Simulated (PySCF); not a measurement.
# Correlation energy of Mo²⁵⁺ (molybdenum, charge +25)

[Ne] 3s2 3p5, 2P determinant. Calculation: PySCF 2.14, in an even-tempered Gaussian basis (18 s from 2.9 bohr⁻², ratio 2.5; 12 p from 3.8 bohr⁻², ratio 2.5; 5 d from 19 bohr⁻², ratio 2.7; 4 f from 28 bohr⁻², ratio 2.7); scalar relativity by spin-free X2C-1e. Frozen: 1s2; 15 electrons correlated; the 21 highest virtual orbitals of each spin left out.

MP2 pair energies summed by pair of shells (mhartree):

```
 pair   energy  share (%)
2p-2p  -187.70       32.1
3p-3p  -122.64       21.0
2p-3p   -96.27       16.4
3s-3p   -56.50        9.7
2s-2p   -54.92        9.4
2p-3s   -23.67        4.0
2s-3p   -18.05        3.1
2s-2s   -10.45        1.8
3s-3s    -8.98        1.5
2s-3s    -6.08        1.0
```

Total MP2 correlation energy: -585.26 mhartree.

At this charge the one-electron X2C treatment keeps the bare 1/r₁₂, with no two-electron picture change or Breit term. The effect here is smaller than on the frozen 1s shell; and a scalar Hamiltonian misses the large spin-orbit splitting of the p shells, which matters for ns² → np² pairs.
